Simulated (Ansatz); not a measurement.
Program: Ansatz. Geometries: PBE0-D4/def2-TZVP. ΔE: electronic, gas phase. CCSD(T)/CBS adds triple-zeta CCSD(T) − MP2 to the extrapolated MP2 energy (def2 sets, frozen cores). Functionals use def2-TZVPP. B3LYP here is the variant with VWN-RPA as its local correlation; programs differ in this. Each species was taken in one conformer, which may not be the lowest.

Reaction (formal exchange of groups at the Si–C bond): `OC([SiH3])S` + `O[SiH](F)[SiH2]S` → `O[SiH](F)[SiH2][SiH3]` + `OC(S)S`

Is it downhill or uphill in electronic energy at CCSD(T)/CBS, and by how much? (Estimate.)

Computed: Uphill: ΔE = +72.0 kJ/mol.

What do these levels give: PBE-D4, r2SCAN-D4, PBE0-D4, B3LYP, MP2/def2-TZVPP, MP2/CBS(def2)? (Estimate.)

Ansatz gave: PBE-D4 58.9, r2SCAN-D4 67.0, PBE0-D4 63.9, B3LYP 67.4, MP2/def2-TZVPP 77.4, MP2/CBS(def2) 79.8 kJ/mol.

Largest T1 diagnostic among the species: 0.013.

From PBE to PBE0 (25 % exact exchange), in def2-TZVPP and without D4, ΔE moves by +5.2 kJ/mol.
